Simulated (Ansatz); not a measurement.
CH₇ClOSi₂, SMILES `[SiH3]OC[SiH2]Cl` at its PBE0-D4/def2-TZVP geometry, where that method's forces vanish. Charge 0, multiplicity 1.

```xyz
12

Si    2.0038    0.7064   -0.6699
O     0.4233    0.2370   -0.6565
C    -0.2233   -0.1552    0.5453
Si   -1.9900   -0.6063    0.0828
Cl   -2.9727   -1.1785    1.8000
H     2.8754   -0.3957   -0.1776
H     2.2000    1.8881    0.2143
H     2.3273    1.0429   -2.0745
H    -0.2216    0.6564    1.2855
H     0.2778   -1.0157    1.0088
H    -2.6935    0.5631   -0.4918
H    -2.0067   -1.7426   -0.8664
```

(1) What forces (eV/Å) does ωB97M-V/def2-TZVPP give on these atoms in Ansatz? (Estimate.)

Answers

(1) The calculation gave: 
```
Si1  0.223  0.072 -0.039
O2   0.052  0.049 -0.204
C3  -0.167 -0.100  0.307
Si4 -0.002  0.036 -0.228
Cl5 -0.015 -0.012  0.047
H6  -0.106  0.125 -0.051
H7  -0.028 -0.138 -0.097
H8  -0.035 -0.041  0.177
H9   0.009 -0.059 -0.060
H10 -0.030  0.069 -0.039
H11  0.091 -0.139  0.071
H12  0.009  0.138  0.115
```
